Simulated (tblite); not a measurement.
Compound: C6H7BrSSi.
Numbering: `[CH:1]#[C:2][CH:3]([C:4]#[CH:5])[CH2:6][S:7][SiH2:8][Br:9]` (hydrogens: H10 on C1; H11 on C3; H12 on C5; H13, H14 on C6; H15, H16 on Si8)

Computed with GFN2-xTB (tblite), gas phase: L-BFGS steps from a force-field or distance-geometry start until the largest atomic force falls under 0.01 eV/Å.

Step 9: E = -691.1424 eV
```
atom  x, y, z in Å  |  force x, y, z in eV/Å
C1     -2.4111    1.7135    1.7789    0.015  -0.006  -0.009
C2     -1.6575    1.1073    1.0747    0.096  -0.028   0.066
C3     -0.7468    0.3323    0.2399   -0.050   0.034  -0.054
C4     -1.5284   -0.6088   -0.5495    0.026  -0.075  -0.064
C5     -2.1331   -1.4489   -1.1486    0.020   0.057   0.012
C6      0.2547   -0.4355    1.1143   -0.074   0.071   0.004
S7      1.4223   -1.4487    0.1481    0.059  -0.046   0.027
Si8     2.6345   -0.0010   -0.8512    0.033   0.093  -0.040
Br9     4.5429   -0.9388   -1.4417   -0.036  -0.066   0.042
H10    -3.0738    2.2572    2.3843    0.012  -0.006  -0.020
H11    -0.2096    1.0191   -0.4327   -0.011  -0.026   0.015
H12    -2.6740   -2.1637   -1.6921   -0.019  -0.003  -0.018
H13     0.8039    0.2392    1.7710    0.085   0.049  -0.067
H14    -0.2814   -1.1550    1.7321   -0.010  -0.056   0.024
H15     2.0583    0.4587   -2.1033   -0.089   0.002   0.028
H16     2.9916    1.0819    0.0473   -0.058   0.007   0.053
```

Step 10: E = -691.1447 eV
```
atom  x, y, z in Å  |  force x, y, z in eV/Å
C1     -2.4109    1.7133    1.7786    0.034  -0.019  -0.023
C2     -1.6547    1.1063    1.0778    0.072  -0.013   0.038
C3     -0.7468    0.3337    0.2375   -0.020  -0.028  -0.004
C4     -1.5280   -0.6093   -0.5511    0.020  -0.062  -0.063
C5     -2.1343   -1.4488   -1.1502    0.048   0.090   0.037
C6      0.2543   -0.4358    1.1154   -0.030   0.089  -0.025
S7      1.4245   -1.4513    0.1508    0.060   0.020   0.012
Si8     2.6323    0.0028   -0.8507    0.031   0.004  -0.024
Br9     4.5395   -0.9412   -1.4391   -0.045  -0.052   0.041
H10    -3.0732    2.2573    2.3836    0.006  -0.002  -0.008
H11    -0.2096    1.0217   -0.4355   -0.024  -0.053   0.044
H12    -2.6744   -2.1639   -1.6928   -0.029  -0.017  -0.029
H13     0.8075    0.2437    1.7678    0.025  -0.019  -0.087
H14    -0.2790   -1.1603    1.7325    0.000   0.019   0.010
H15     2.0552    0.4585   -2.1027   -0.094   0.012   0.014
H16     2.9900    1.0821    0.0496   -0.053   0.030   0.065
```

Question: Estimate the geometry and energy of step 11. (The exact step hangs on the optimiser's Hessian estimate; all steps are aligned on step 10, rigid shifts and turns removed.)

Answer: E = -691.1463 eV, largest force 0.098 eV/Å
```
atom  x, y, z in Å  |  force x, y, z in eV/Å
C1     -2.4103    1.7129    1.7782    0.035  -0.018  -0.022
C2     -1.6514    1.1054    1.0807    0.038  -0.002   0.013
C3     -0.7472    0.3342    0.2359    0.009  -0.063   0.031
C4     -1.5267   -0.6102   -0.5529    0.022  -0.025  -0.039
C5     -2.1351   -1.4482   -1.1514    0.031   0.061   0.018
C6      0.2532   -0.4348    1.1159    0.021   0.049  -0.043
S7      1.4270   -1.4524    0.1529    0.048   0.067   0.007
Si8     2.6315    0.0057   -0.8509    0.015  -0.038  -0.001
Br9     4.5367   -0.9441   -1.4367   -0.043  -0.044   0.037
H10    -3.0727    2.2572    2.3829    0.009  -0.003  -0.004
H11    -0.2099    1.0225   -0.4367   -0.024  -0.054   0.046
H12    -2.6750   -2.1642   -1.6937   -0.023  -0.010  -0.024
H13     0.8107    0.2467    1.7640   -0.013  -0.048  -0.085
H14    -0.2776   -1.1632    1.7329    0.014   0.077  -0.005
H15     2.0512    0.4587   -2.1020   -0.090   0.017   0.011
H16     2.9878    1.0828    0.0525   -0.050   0.035   0.060
```

The energy changes by -0.0016 eV. The first-order estimate −F·Δx gives -0.0022 eV and the mean of the old and new forces, exact on a quadratic surface, -0.0016 eV. The step makes an angle of 53° with the force vector and moves no atom by more than 0.006 Å.

What follows is the cost of the whole relaxation. Time: 0.81 s of wall time. Hardware: one thread, Arm Neoverse V1 (aarch64), shared host.
